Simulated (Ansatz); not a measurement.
Results of the Gaussian-basis code of Ansatz.

C₃H₄Se, SMILES `C=C1C[Se]1` at its PBE0-D4/def2-TZVP geometry, where that method's forces vanish. Charge 0, multiplicity 1.

```tsv
atom	x (Å)	y (Å)	z (Å)
C1	-0.307	0.065	-1.385
C2	-0.016	0.276	-0.119
C3	0.245	-0.344	1.157
Se4	0.319	1.644	1.136
H5	-0.431	0.880	-2.086
H6	-0.429	-0.949	-1.751
H7	-0.587	-0.750	1.724
H8	1.205	-0.821	1.324
```

**Question.** For each bond, give half the difference of the two atoms' forces along it (eV/Å; positive pushes the atoms apart) under PBE-D4, r2SCAN-D4, B3LYP-D4, ωB97M-V in def2-TZVPP. (Estimate.)

**Answer.** The calculation gave: 
| bond | length (Å) | PBE-D4 | r2SCAN-D4 | B3LYP-D4 | ωB97M-V |
| --- | --- | --- | --- | --- | --- |
| C1–C2 | 1.316 | 0.32 | 0.18 | -0.01 | -0.14 |
| C1–H5 | 1.082 | 0.00 | -0.08 | -0.06 | -0.03 |
| C1–H6 | 1.085 | 0.02 | -0.05 | -0.07 | -0.06 |
| C2–C3 | 1.443 | -0.01 | -0.02 | 0.13 | 0.24 |
| C2–Se4 | 1.887 | 0.17 | 0.08 | 0.37 | 0.20 |
| C3–Se4 | 1.989 | 0.37 | 0.23 | 0.48 | 0.14 |
| C3–H7 | 1.085 | 0.06 | -0.05 | -0.13 | -0.13 |
| C3–H8 | 1.085 | 0.06 | -0.05 | -0.13 | -0.13 |

B3LYP here is the variant with VWN-RPA as its local correlation; programs differ in this.
